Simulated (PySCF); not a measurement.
# ORD: `C[C@H]1[C@H](S)[C@]12C[C@@H]2F`, C₆H₉FS

Geometry:
| atom | x (Å) | y (Å) | z (Å) |
| --- | --- | --- | --- |
| C1 | -1.386 | -1.263 | 1.113 |
| C2 | -0.842 | -0.374 | 0.025 |
| C3 | -0.602 | 1.097 | 0.300 |
| S4 | -0.934 | 2.315 | -0.989 |
| C5 | 0.536 | 0.167 | 0.110 |
| C6 | 1.795 | 0.110 | -0.676 |
| C7 | 1.800 | -0.128 | 0.811 |
| F8 | 2.018 | -1.400 | 1.258 |
| H9 | -1.075 | -2.291 | 0.941 |
| H10 | -1.012 | -0.951 | 2.085 |
| H11 | -2.474 | -1.229 | 1.128 |
| H12 | -1.199 | -0.615 | -0.972 |
| H13 | -0.794 | 1.484 | 1.293 |
| H14 | -2.262 | 2.230 | -0.917 |
| H15 | 1.946 | -0.749 | -1.313 |
| H16 | 2.227 | 1.026 | -1.050 |
| H17 | 2.251 | 0.584 | 1.492 |

Computed, not measured: PySCF, TDDFT B3LYP/def2-SVPD circular dichroism and optical rotation, one conformer, gas phase. Geometry: GFN2-xTB.

The molecule is flexible and this is one conformer; a measurement averages over conformers. States above about 6.7 eV (minus the energy of the highest occupied orbital) lie near or above the ionisation threshold and depend on the basis.

Stereocentres: C2 R, C3 S, C5 R, C7 S.

(1) What is the specific rotation at 633, 589.3, 546, 436, 405, 365, 355 nm?

(2) And for the mirror image at 589.3 nm?

(3) What is the molar rotation [Φ] = [α]·M/100 of the geometry above at 589.3 nm?

## Answers

(1) [α] in deg dm⁻¹ (g/mL)⁻¹:
```tsv
λ (nm)	origin-invariant length gauge	modified velocity gauge	length gauge (centre of mass)	isotropic polarisability (au)
633	+184.9	+174.1	+184.4	92.7
589.3	+215.9	+203.2	+215.3	93.1
546	+255.2	+240.3	+254.6	93.5
436	+424.6	+399.7	+423.3	95.4
405	+504.6	+474.9	+503.0	96.2
365	+647.2	+608.9	+644.9	97.7
355	+692.3	+651.2	+689.8	98.2
```

(2) -215.9 deg dm⁻¹ (g/mL)⁻¹ (origin-invariant length gauge): the same size and the opposite sign.

(3) With M = 132.20 g/mol, +285.4 deg cm² dmol⁻¹ (origin-invariant length gauge).

The first excitation lies at 5.45 eV (228 nm) with R = -4.6 × 10⁻⁴⁰ esu² cm² (velocity form).
